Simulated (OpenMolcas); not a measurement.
# Co2+: ligand-field states by method

Co2+ with its 6 nearest fluoride ions at 2.128 Å, on the Ca site of CsCaF3 (a = 4.526 Å, distance in the model lattice 2.263 Å). The rest of the host is ab initio model potentials to 7.6 Å, with orthogonalisation functions on the cations behind the ligands, and point charges beyond; the distance is set by hand and nothing relaxes. Ligand basis ANO-RCC-VDZP.
```
Co    0.0000    0.0000    0.0000
F     2.1280    0.0000    0.0000
F     0.0000    2.1280    0.0000
F    -2.1280    0.0000    0.0000
F     0.0000   -2.1280    0.0000
F     0.0000    0.0000    2.1280
F     0.0000    0.0000   -2.1280
```

```yaml
Program: OpenMolcas 26.06
Basis: ANO-RCC-VTZP [6s5p3d2f1g]
Scalar_Hamiltonian: DKH2, point nucleus
Active_space: 7 electrons in 5 orbitals (3d)
State_averaging: 2S+1 = 4 even, 10 roots; 2S+1 = 2 even, 40 roots
Spin-orbit_coupling: RASSI with atomic mean-field integrals over the reference wave functions
```

I. CASSCF
II. SS-CASPT2, IPEA 0.25 Eh, imaginary shift 0.1 Eh (closed shells correlated: 3s 3p and the ligand valence shells)
III. SS-CASPT2, IPEA 0.25 Eh, real shift 0.3 Eh (closed shells correlated: 3s 3p and the ligand valence shells)

Spin-free states (labels of O, the rotations of Oh) in cm-1, each column counted from its own energy of the first state listed:

```csv
State,Degeneracy,I,II,III
4T1,3,0,0,0
4T2,3,4478,6150,6120
4A2,1,9850,12750,12710
2E,2,16782,13960,13980
2T1,3,20051,17100,17120
2T2,3,20089,17200,17230
4T1,3,21946,19360,19380
2A1,1,22733,20420,20430
2T1,3,25649,20480,20510
2T2,3,27476,24160,24190
2T1,3,27639,25560,25560
2E,2,29370,27080,27090
2E,2,31748,29580,29580
2T1,3,31893,30410,30400
2T2,3,32060,29140,29140
2T2,3,45840,38520,38590
2T1,3,46128,39500,39560
2A2,1,46932,40180,40220
2T2,3,70651,59980,60190
2E,2,70693,60660,60760
```

From I to II, I's first state of the same spin (4T2) moves from 4478 to 6150 cm-1, by about +1700 cm-1.

From I to II, I's first state of another spin (2E) moves from 16782 to 13960 cm-1, by about -2800 cm-1.

I: A least-squares ligand-field fit to the states below 45000 cm-1, each weighted by its degeneracy and with a free common offset, gives 10Dq = 5104 cm-1, B = 1221 cm-1 and C = 4492 cm-1 (C/B = 3.68), with an rms deviation of 90 cm-1. The same method and metal basis give the free ion B = 1229 cm-1 (fit to its terms below 60000 cm-1, rms deviation 20 cm-1), so the nephelauxetic ratio is β = 1221 / 1229 = 0.99; it hangs on how both fits weigh the states, and computed free-ion B values tend to be too large, so β mixes covalency with correlation.

χT at 300 K: I 3.74, II 3.63, III 3.63 cm3 K/mol.

Roots that are degenerate in the reference are averaged as groups; the widest CASPT2 spread within a group is 100 cm-1 (the 2-fold group of multiplicity 2 near 27100 cm-1 above the lowest state of its run, II). Shifts and gaps below about the spread of the groups concerned are not significant. Over all roots computed the reference weight is 0.72 to 0.73 in II; a low but even weight reflects the number of correlated electrons. An orbital triplet at a regular site is open to Jahn-Teller coupling, which can distort the site and quench the lowest spin-orbit gaps and is left out. Ligand-to-metal charge-transfer states are missing. Without dynamic correlation the repulsion within the d shell is too large (B by tens of per cent), so at a given field states of lower spin stand too high (holds for I). With no ligand orbital active B as a rule stays too high, so bands that hang on it stand too high and its fall with covalency is understated (holds for I). With metal d orbitals alone and no dynamic correlation 10Dq can be off by a tenth to a fifth, either way, in oxide and fluoride hosts (holds for I). A single d shell leaves out the double-shell effect, which counts most for late 3d ions, where the CASPT2 field can be off either way by tens of per cent (holds for II; III). These CASPT2 states fit no ligand-field parameters well, so their order and spin gaps are uncertain (holds for II; III). For late 3d ions with one d shell CASPT2 can put B and the spin-flip bands somewhat low as well as high (holds for II; III). With one d shell and no ligand orbital active, 10Dq can be off by tens of per cent for divalent 3d ions, low with halides held by bare charges and at times high in hosts (holds for II; III). Free-ion shares, where given, are those of the reference states; single-state CASPT2 does not remix them (holds for II; III). No measured value stands beside these numbers; the geometry was set by hand and not optimised.
